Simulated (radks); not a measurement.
Neutral samarium inside a hard spherical wall (all orbitals vanish at R), configuration held at [Xe] 4f6 6s2 and not refilled when levels cross. All-electron calculation, scalar-relativistic Kohn-Sham, r2SCAN, spin-polarised, spherical densities, finite nucleus; open shells are filled with parallel spins first (spin-orbit coupling, left out, can overturn this in heavy ions); meta-GGA in the generalised Kohn-Sham scheme; Fermi nuclear charge, rms radius 5.0819 fm. Program: a radial shooting solver on a logarithmic mesh with Libxc functionals. Eigenvalues in eV for spin up, with the zero of energy where the potential of the charges vanishes at infinity; a dash marks a level that is unbound or too diffuse for the functional's potential to be trusted. A positive occupied level is held by the wall or, in an anion where self-interaction has pushed it up, behind a barrier. The pressure on the wall is -dE/dV.

R (bohr)  E (hartree)  kinetic (hartree)    e(5s)    e(5p)   e(4f)   e(6s)  e(5d, empty)  e(6p, empty)  pressure (GPa)
free      -10427.9245          11146.060  -45.756  -24.910  -3.926  -3.783             -             -               0
12        -10427.9240          11146.066  -45.707  -24.861  -3.878  -3.747        -1.780        -1.038         0.00871
10        -10427.9208          11146.092  -45.530  -24.686  -3.703  -3.611        -1.627        -0.782          0.0816
8         -10427.9012          11146.207  -44.905  -24.073  -3.085  -3.054        -1.074         0.201           0.763
5         -10427.5659          11147.518  -41.274  -20.620   0.633   2.873         2.795         9.400            33.2
2         -10403.4685          11226.495   20.709   49.951  65.216  212.06        97.838        247.12           30200
